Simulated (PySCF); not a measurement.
Run record: geometry optimisation, `[CH3][Ge]([CH3])([CH3])[CH3]`.

Method: PBE0-D3(BJ)/def2-SVP geometry optimisation, gas phase (PySCF 2.14.0). Start geometry: GFN2-xTB. A driver script takes a list of jobs; this job's settings line and coordinates (Å) are shown.

Input:
```
{"job": {"xc": "PBE0", "basis": "def2-SVP", "d3": "d3bj", "grid": 1, "maxiter": 30, "kind": "geom"}, "charge": 0, "multiplicity": 1}
C     -0.472545    -0.999334    -1.654053
Ge    -0.001413    -0.000896    -0.001443
C     -0.021557     1.950221    -0.378336
C     -1.321610    -0.411909     1.425800
C      1.813589    -0.537703     0.603765
H     -1.462241    -0.720982    -2.003807
H     -0.466470    -2.070186    -1.473759
H      0.236597    -0.787228    -2.448641
H      0.240017     2.516916     0.510297
H     -1.006170     2.271200    -0.705315
H      0.690923     2.199874    -1.158873
H     -2.323316    -0.125823     1.119660
H     -1.327916    -1.474153     1.651505
H     -1.082142     0.126793     2.337803
H      1.850668    -1.601541     0.818389
H      2.554970    -0.320949    -0.159590
H      2.091618    -0.002271     1.506687
```

Output:
```
step   0  E = -2235.84862936  max force = 0.016994
step   1  E = -2235.85045206  max force = 0.004710
step   2  E = -2235.85094224  max force = 0.002792
step   3  E = -2235.85116022  max force = 0.000728
step   4  E = -2235.85118154  max force = 0.000294
step   5  E = -2235.85124134  max force = 0.001110
step   6  E = -2235.85128387  max force = 0.001527
step   7  E = -2235.85133743  max force = 0.001294
step   8  E = -2235.85135422  max force = 0.000515
step   9  E = -2235.85135776  max force = 0.000050
optimisation converged
```

Energies in Eh; «max force» is the largest Cartesian gradient component in Eh/bohr.

How much energy does the optimisation release, in kcal/mol?

E(step 0) − E(last step) = 0.002728 Eh, which is 1.7 kcal/mol.

Give the first gradient maximum in eV/Å.

With 1 Eh/bohr = 51.422 eV/Å, 0.874 eV/Å.

In short: final energy -2235.85136 Eh after 9 steps; dipole 0.00 D.

Where do the atoms end?

0.029 Å rms from the input after alignment:
```
atom  x, y, z in Å
C1    -0.0184   -0.9999   -1.6867
Ge2   -0.0009   -0.0024   -0.0021
C3    -0.2681    1.9021   -0.3681
C4    -1.4400   -0.6495    1.1566
C5     1.7208   -0.2591    0.8931
H6    -0.9797   -0.8696   -2.2065
H7     0.1308   -2.0752   -1.5053
H8     0.7832   -0.6505   -2.3552
H9    -0.2636    2.4830    0.5666
H10   -1.2319    2.0706   -0.8721
H11    0.5309    2.2908   -1.0177
H12   -2.4194   -0.5178    0.6723
H13   -1.3095   -1.7190    1.3811
H14   -1.4509   -0.0977    2.1088
H15    1.8948   -1.3247    1.1062
H16    2.5464    0.1039    0.2621
H17    1.7502    0.2907    1.8461
```

Time: 86 s; peak memory 0.61 GiB. Hardware: one thread, Arm Neoverse V2 (aarch64), shared host with 96 logical CPUs at a one-minute load of 56.
Labels such as C1 count atoms from 1, the log's own numbers from 0.
